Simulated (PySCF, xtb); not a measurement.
## Relative energy of two isomers of C3H4BN

We compare a, `B/C=C/C#N`, a singlet, with b, `B/C=C\C#N`, a singlet. Both are isolated molecules in the gas phase, relaxed with B3LYP/def2-SVP; the shapes shown needn't be the lowest conformers.

a (Å):

```xyz
9

C    -2.0730   -1.4701   -0.6123
C    -2.1886   -0.3741   -1.4032
C    -3.2164   -0.1933   -2.3833
B    -0.9257   -1.5823    0.4235
N    -4.0437   -0.0319   -3.1830
H    -0.1342   -0.6757    0.5167
H    -0.8141   -2.5518    1.1294
H    -2.8188   -2.2637   -0.7379
H    -1.4690    0.4489   -1.3181
```

b (Å):

```yaml
atoms:
  - { symbol: C, position_ang: [-1.5669, -1.7945, -0.7413] }
  - { symbol: C, position_ang: [-2.3853, -1.3898, -1.7455] }
  - { symbol: C, position_ang: [-2.9511, -0.0793, -1.8734] }
  - { symbol: B, position_ang: [-1.1113, -0.8924, 0.4382] }
  - { symbol: N, position_ang: [-3.4392, 0.9627, -2.0322] }
  - { symbol: H, position_ang: [-1.4874, 0.2494, 0.5006] }
  - { symbol: H, position_ang: [-0.3825, -1.3330, 1.2906] }
  - { symbol: H, position_ang: [-1.2297, -2.8355, -0.8078] }
  - { symbol: H, position_ang: [-2.6715, -2.0770, -2.5520] }
```

Energies in hartree; the thermal terms are from B3LYP/def2-SVP harmonic frequencies (ideal gas, rigid rotor, one conformer each, 298.15 K, 1 atm) and include the zero-point energy:

|  | a | b |
| --- | --- | --- |
| E, CCSD(T)/def2-SVP | −195.552702 | −195.550531 |
| E, MP2/def2-SVP | −195.489211 | −195.486898 |
| E, MP2/def2-TZVPP | −195.839515 | −195.837425 |
| zero-point energy | 0.061676 | 0.061758 |
| H(298 K) − E | 0.068322 | 0.068343 |
| G(298 K) − E | 0.033423 | 0.033338 |

Q: Correct the CCSD(T) difference for the basis set by the MP2 change, then work out ΔE, ΔE₀, ΔH and ΔG for a → b in kcal/mol (1 Eh = 627.51 kcal/mol) and the equilibrium ratio [b]/[a].

A: 1. Differences b − a: CCSD(T) +0.002171, MP2 in the small set +0.002313, MP2 in the large set +0.002090 Eh.
2. ΔE = +0.002171 + (+0.002090 − (+0.002313)) = +0.001948 Eh = +1.22 kcal/mol.
3. ΔE₀ = ΔE + ΔZPE = +0.001948 + (+0.000082) Eh = +1.27 kcal/mol.
4. ΔH = ΔE + (+0.000021) Eh = +1.24 kcal/mol.
5. ΔG = ΔE + (−0.000085) Eh = +1.17 kcal/mol, so ΔS = (ΔH − ΔG)/T = +0.9 J/(mol K).
6. kT = 0.9442 mEh, so K = [b]/[a] = exp(−ΔG/kT) = exp(−1.97) ≈ 0.14.

Structure a is favoured at this temperature. An error of 1 kcal/mol in ΔG would change K by a factor of 5.4. Mirror images and further conformers aren't counted.

As drawn, both hold the same kinds of bond in the same numbers.

Other levels gave ΔE = +0.9 (GFN2-xTB); +0.9 (HF/STO-3G, GFN2-xTB geometries); +1.1 (r2SCAN-D4/def2-SVP, GFN2-xTB geometries); +1.5 (B3LYP/def2-SVP); +1.5 (HF/def2-SVP); +1.5 (MP2/def2-SVP); +1.4 (CCSD(T)/def2-SVP) kcal/mol. The correlated steps freeze 5 core orbitals. Programs: PySCF 2.14.0, xtb 6.7.1.
